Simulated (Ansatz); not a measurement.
Ag3⁻. Charge -1, multiplicity 3. Geometry PBE-D4/def2-TZVP, that of the neutral doublet; atoms count from 1.

```xyz
3

Ag    0.518   -1.486   -0.580
Ag    0.855    1.124   -0.309
Ag   -1.373    0.362    0.889
```

In the def2 sets Ag takes a core potential; there is no spin–orbit coupling. The highest occupied level of the charge -1 triplet lies above zero (up to 0.12 eV). By energy differences its removal costs 1.28 eV (vertical, to the charge 0 doublet, at PBE0-D4/def2-TZVPD); a positive level beside a positive removal energy at the same level points to self-interaction error. The structure comes from a short search, and lower isomers may exist.

(1) Estimate the Mulliken populations from the PBE0/def2-TZVPD orbitals of Ansatz.

(2) Where does the spin sit?

(3) And the Mayer bond orders between bonded heavy atoms (over 0.3)?

## Answers

(1) 
```tsv
atom	charge (e)	spin (α − β)	d electrons
Ag1	-0.33	0.69	9.94
Ag2	-0.33	0.62	9.92
Ag3	-0.33	0.69	9.94
```
Mulliken values and Mayer orders depend strongly on the basis. With diffuse functions, as here, like atoms can get unlike values, and bond orders can come out too low or too high.

(2) Summed by element: Ag 2.00, of 2 unpaired in all. Largest on single atoms: Ag1 0.69, Ag3 0.69, Ag2 0.62.

(3) Ag1–Ag2 0.78 (2.65 Å); Ag1–Ag3 0.56 (3.02 Å); Ag2–Ag3 0.79 (2.64 Å).
